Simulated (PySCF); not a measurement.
ethenoxy(methyl)silane (C3H8OSi), SMILES [SiH2](C)OC=C.

Geometry: B3LYP-D3(BJ)/def2-SVP. The values are those of a single conformer.

Vertical ionisation energy (IE) and electron affinity (EA) in eV. Rows of orbital energies are one-electron estimates. Where ΔSCF, EOM or ADC give a negative EA the extra electron is unbound and the value depends on the basis.

```
level                                           IE    EA
--------------------------------------------  ----  ----
−ε(HOMO), −ε(LUMO), r2SCAN/def2-TZVP (PySCF)  5.86  0.14
−ε(HOMO), −ε(LUMO), PBE/def2-TZVP (PySCF)     5.64  0.39
```
